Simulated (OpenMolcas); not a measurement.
Tc4+ (d3) in a complex was computed by SS-CASPT2, IPEA 0.25 Eh, imaginary shift 0.1 Eh with the d shell active (OpenMolcas, ANO-RCC-VDZP on the metal). Its lowest spin-free states, and all those of the highest spin:

```tsv
2S+1	Degeneracy	E (cm-1)
4	1	0
4	2	4680
2	1	8530
2	1	8720
2	1	9070
2	2	9280
2	1	9470
4	1	9730
2	2	11320
2	1	14040
2	2	14260
2	2	14590
4	2	39350
4	1	45130
4	1	48380
4	2	58770
```

Q: Is the site octahedral, tetrahedral or cube-like, axial, or of lower symmetry?

A: The states with 2S+1 = 4 have orbital degeneracies 1, 2, 1, 2, 1, 1, 2. There are pairs but no triples, so the site is axial: not cubic, but with a proper or improper axis of order three or more. The run had Tc4+ with 4 ligands (fluoride) in square-planar coordination (D4h) at 1.92 Å. Ligand basis ANO-RCC-VDZP.

Over all roots computed the reference weight is 0.72 to 0.74; a low but even weight reflects the number of correlated electrons. The least metal-like active orbital is 72 % on the metal (Löwdin) and no ligand orbital is active, so the numbers are rough. Ligand-to-metal charge-transfer states are missing. With no ligand orbital active B as a rule stays too high, so bands that hang on it stand too high and its fall with covalency is understated. The distance lies 5 % over the 1.83 Å that this model takes as the normal distance (a Shannon-type radius plus a fixed donor radius); by an R⁻⁵ law this alone changes a d-shell field by about -21 %. No measured value stands beside these numbers; the geometry is a model, was not optimised and need not be the one that this ion takes.
